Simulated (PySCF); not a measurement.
# Correlation energy of F²⁺ (fluorine, charge +2)

[He] 2s2 2p3, high-spin 4S determinant. Calculation: PySCF 2.14, in 6-31G* (3s2p1d, 14 functions); no relativity, point nucleus. Frozen: 1s2; 5 electrons correlated.

MP2 pair energies summed by pair of shells (mhartree):

```tsv
pair	energy	share (%)
2s-2p	-32.52	70.4
2p-2p	-9.18	19.9
2s-2s	-4.51	9.8
```

Total MP2 correlation energy: -46.22 mhartree.

Same-spin part -11.35 and opposite-spin part -34.87 mhartree; SCS-MP2 scales them by 1/3 and 6/5 to -45.63 mhartree.

```
  level  correlation energy (mhartree)
   CCSD                         -58.45
    (T)                          -0.38
CCSD(T)                         -58.83
```

Diagnostics: T1 = 0.0039, D1 = 0.0064, largest double amplitude 0.033.

Task: Is a single reference adequate?

Result: Yes: T1 lies below 0.03 and no double amplitude reaches 0.07.
